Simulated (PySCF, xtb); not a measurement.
Cd(I)2 anion (CdI₂), SMILES [I][Cd][I] (connectivity only; charge and spin as stated), charge -1, multiplicity 2.

Harmonic wavenumbers (cm⁻¹) from GFN2-xTB run with xtb at its own minimum, in rising order: 31, 107, 115.

Question: What does PBE-D3(BJ)/def2-SVPD (PySCF) give at its own minimum? (The exact figures need the calculation; the answer reports its results.)

Answer: 26, 104, 134. Paired by order, the mean absolute difference is 9 cm⁻¹ and the zero-point energies are 0.4 and 0.4 kcal/mol.
